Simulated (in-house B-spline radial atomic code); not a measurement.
## HSE06 excitations of Ne VII (Ne6+)

Method: HSE06. Computed with an all-electron radial atomic-structure program (B-spline basis): linear response of the closed shell [He] 2s2 with the functional's adiabatic kernel; scalar-relativistic (spin-free one-electron X2C), finite nucleus, no spin-orbit coupling, no double excitations, S, P, D and F terms only.

Command:
```bash
python run_td.py task.json out
```
Settings (radii: box in bohr, nucleus in fm):
```
Z                        10
electrons                4
configuration            [He] 2s2
hamiltonian              x2c
method                   hse06
box_radius               14.35
rms_radius               3.0055
intervals                72
```

Cost of the run: 0.4 s on 1 thread of Arm Neoverse N1, with other jobs on the host.

The lowest states, in the order of their Tamm-Dancoff energies; the method's threshold (minus the highest occupied level) is 195.22 eV. Labels give the largest channel, * marks a mixed state, and oscillator strengths are full-response dipole values. Semilocal kernels can invert the small singlet-triplet splittings of Rydberg terms. Energies in eV:

```json
{"state": "2s → 2p 3P", "full response": "10.451", "Tamm-Dancoff": "12.142", "oscillator strength": "-"}
{"state": "2s → 2p 1P", "full response": "24.609", "Tamm-Dancoff": "25.769", "oscillator strength": "0.376"}
{"state": "2s → 3s 3S", "full response": "118.68", "Tamm-Dancoff": "118.70", "oscillator strength": "-"}
{"state": "2s → 3s 1S", "full response": "121.38", "Tamm-Dancoff": "121.41", "oscillator strength": "-"}
{"state": "2s → 3p 3P", "full response": "124.03", "Tamm-Dancoff": "124.05", "oscillator strength": "-"}
{"state": "2s → 3p 1P", "full response": "124.85", "Tamm-Dancoff": "124.86", "oscillator strength": "0.494"}
{"state": "2s → 3d 3D", "full response": "126.88", "Tamm-Dancoff": "126.93", "oscillator strength": "-"}
{"state": "2s → 3d 1D", "full response": "129.01", "Tamm-Dancoff": "129.01", "oscillator strength": "-"}
{"state": "2s → 4s 3S", "full response": "156.16", "Tamm-Dancoff": "156.16", "oscillator strength": "-"}
{"state": "2s → 4s 1S", "full response": "156.93", "Tamm-Dancoff": "156.94", "oscillator strength": "-"}
{"state": "2s → 4p 3P", "full response": "?", "Tamm-Dancoff": "?", "oscillator strength": "-"}
{"state": "2s → 4p 1P", "full response": "158.49", "Tamm-Dancoff": "158.49", "oscillator strength": "0.132"}
{"state": "2s → 4d 3D", "full response": "?", "Tamm-Dancoff": "?", "oscillator strength": "-"}
{"state": "2s → 4d 1D", "full response": "160.20", "Tamm-Dancoff": "160.20", "oscillator strength": "-"}
{"state": "2s → 4f 3F", "full response": "160.91", "Tamm-Dancoff": "160.91", "oscillator strength": "-"}
{"state": "2s → 4f 1F", "full response": "160.98", "Tamm-Dancoff": "160.98", "oscillator strength": "-"}
{"state": "2s → 5s 3S", "full response": "171.49", "Tamm-Dancoff": "171.49", "oscillator strength": "-"}
{"state": "2s → 5s 1S", "full response": "171.82", "Tamm-Dancoff": "171.83", "oscillator strength": "-"}
```

(1) Where does 2s → 4d 3D lie?

(2) Where does 2s → 4p 3P lie?

(3) How large is the singlet-triplet splitting of 2s → 2p (P terms) in Tamm-Dancoff?

(4) What polarisabilities and dispersion coefficient does the method give?

Answers

(1) At 159.52 eV in full response, 159.53 eV in Tamm-Dancoff.

(2) At 158.25 eV in full response, 158.25 eV in Tamm-Dancoff.

(3) 13.6 eV, from the unrounded values.

(4) Dipole 0.498 bohr³, quadrupole 0.09541 bohr⁵, C6 0.1905 hartree·bohr⁶ for two such species.
